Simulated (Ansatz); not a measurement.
Cartesian coordinates in Å:
```
C 2.702 1.313 0.144
Si 0.941 1.389 0.771
C 0.895 1.163 2.628
C -0.087 0.061 -0.057
C -1.159 0.312 -0.817
Si -2.156 -1.016 -1.625
C -1.540 -2.730 -1.303
Cl -4.101 -0.865 -0.970
Cl -2.175 -0.678 -3.654
H 3.159 0.347 0.376
H 2.740 1.453 -0.939
H 3.313 2.091 0.608
H 0.322 2.694 0.400
H 1.312 0.194 2.915
H 1.480 1.940 3.127
H -0.129 1.216 3.005
H 0.207 -0.981 0.088
H -1.466 1.347 -0.973
H -2.180 -3.451 -1.814
H -1.557 -2.951 -0.233
H -0.520 -2.849 -1.676
```

Total charge 0; spin multiplicity 1.

List the PBE/def2-TZVPP orbital energies in eV (Ansatz 0.2.0). (Best estimate.)

Ansatz gave: Occupied: -2738.79, -2738.79, -1781.03, -1779.28, -269.22, -269.20, -268.92, -268.59, -268.59, -249.38, -249.38, -190.06, -190.06, -189.91, -189.91, -189.91, -189.91, -138.59, -137.02, -95.39, -95.34, -95.25, -93.77, -93.75, -93.74, -20.81, -20.10, -19.15, -17.66, -17.55, -16.97, -14.40, -12.62, -12.15, -10.68, -10.59, -10.50, -10.21, -9.86, -9.79, -9.75, -9.57, -9.56, -8.99, -8.23, -8.04, -7.78, -7.73, -7.68, -7.52, -6.93, -6.80. Lowest empty: -2.07, -0.04, 0.18, 0.23, 0.68, 0.93, 0.95, 1.24.
